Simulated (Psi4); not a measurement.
HClSi, singlet, geometry from GFN2-xTB, with bond 3-1 at 1.8 times its length; HF/6-31G (Psi4).

The Psi4 input:
```
memory 2 GB

molecule {
0 1
  Si    0.79363529   -0.21555453    0.71731260
  H     1.84239167   -0.41540957   -0.31289751
  Cl   -2.00643260    0.53595607   -1.60403020
}

set basis 6-31g
set stability_analysis check
set scf_type pk

energy('scf')
print_variables()
```

The log (banner, timings and long lists left out):

```
   => Loading Basis Set <=

    Name: 6-31G
    Role: ORBITAL
    Keyword: BASIS

         ---------------------------------------------------------
                                   SCF
               by Justin Turney, Rob Parrish, Andy Simmonett
                          and Daniel G. A. Smith
                              RHF Reference
         ---------------------------------------------------------

  ==> Geometry <==

    Molecular point group: cs
    Full point group: Cs

    Geometry (in Angstrom), charge = 0, multiplicity = 1:

       Center              X                  Y                   Z               Mass
    ------------   -----------------  -----------------  -----------------  -----------------
         SI          -1.567517368511     1.286634596931     0.000000000000    27.976926534650
         H           -2.634275721235     0.255522833230     0.000000000000     1.007825032230
         CL           1.330018107749    -1.036739873413     0.000000000000    34.968852682000

  Running in cs symmetry.

  Rotational constants: A =      8.03130  B =      0.07681  C =      0.07609 [cm^-1]
  Rotational constants: A = 240772.46220  B =   2302.82576  C =   2281.00945 [MHz]
  Nuclear repulsion =   41.061673559282298

  Charge       = 0
  Multiplicity = 1
  Electrons    = 32
  Nalpha       = 16
  Nbeta        = 16

  ==> Algorithm <==

  SCF Algorithm Type is PK.
  DIIS enabled.
  MOM disabled.
  Fractional occupation disabled.
  Guess Type is SAD.
  Energy threshold   = 1.00e-06
  Density threshold  = 1.00e-06
  Integral threshold = 1.00e-12

  ==> Primary Basis <==

  Basis Set: 6-31G
    Blend: 6-31G
    Number of shells: 16
    Number of basis functions: 28
    Number of Cartesian functions: 28
    Spherical Harmonics?: false
    Max angular momentum: 1

  ==> Integral Setup <==

  Using in-core PK algorithm.
   Calculation information:
      Number of atoms:                   3
      Number of AO shells:              16
      Number of primitives:             56
      Number of atomic orbitals:        28
      Number of basis functions:        28

      Integral cutoff                 1.00e-12
      Number of threads:                 1

  Performing in-core PK
  Using 165242 doubles for integral storage.
  We computed 7640 shell quartets total.
  Whereas there are 9316 unique shell quartets.

  ==> DiskJK: Disk-Based J/K Matrices <==

    J tasked:                  Yes
    K tasked:                  Yes
    wK tasked:                  No
[...]
	Starting second half-transformation.
	Two-electron integral transformation complete.
	Starting first half-transformation.
	Sorting half-transformed integrals.
	First half integral transformation complete.
	Starting second half-transformation.
	Two-electron integral transformation complete.
    Lowest singlet (RHF->RHF) stability eigenvalues:
     App 0.065387        Ap 0.075639       App 0.082698        Ap 0.099692
     App 0.110037       App 0.156445        Ap 0.163672        Ap 0.176926
      Ap 0.294766       App 0.325919

    Lowest triplet (RHF->UHF) stability eigenvalues:
      Ap -0.055932      App -0.000069       Ap 0.040551       App 0.047192
      Ap 0.055235       App 0.075708        Ap 0.105551       App 0.109630
      Ap 0.186559       App 0.276133

  ==> Post-Iterations <==

    Orbital Energies [Eh]
    ---------------------

    Doubly Occupied:

[...]
      13Ap    -0.318492

    Virtual:

[...]
    Final Occupation by Irrep:
             Ap   App
    DOCC [    13,    3 ]
    NA   [    13,    3 ]
    NB   [    13,    3 ]

  @RHF Final Energy:  -748.81433401717959

   => Energetics <=

    Nuclear Repulsion Energy =             41.0616735592822977
    One-Electron Energy =               -1118.7403067400807686
    Two-Electron Energy =                 328.8642991636188526
    Total Energy =                       -748.8143340171795899

Computation Completed

Properties will be evaluated at   0.000000,   0.000000,   0.000000 [a0]

Properties computed using the SCF density matrix

 Multipole Moments:

 ------------------------------------------------------------------------------------
     Multipole            Electronic (a.u.)      Nuclear  (a.u.)        Total (a.u.)
 ------------------------------------------------------------------------------------

 L = 1.  Multiply by 2.5417464519 to convert [e a0] to [Debye]
 Dipole X            :         -0.2304875           -3.7212696           -3.9517570
 Dipole Y            :          1.5064670            1.2166611            2.7231282
 Dipole Z            :          0.0000000            0.0000000            0.0000000
 Magnitude           :                                                    4.7991469

 ------------------------------------------------------------------------------------

  Variable Map:
  ----------------------------------------------------------------------------
[...]
  Array Variable Map:
  ----------------------------------------------------------------------------
[...]
[...]
```
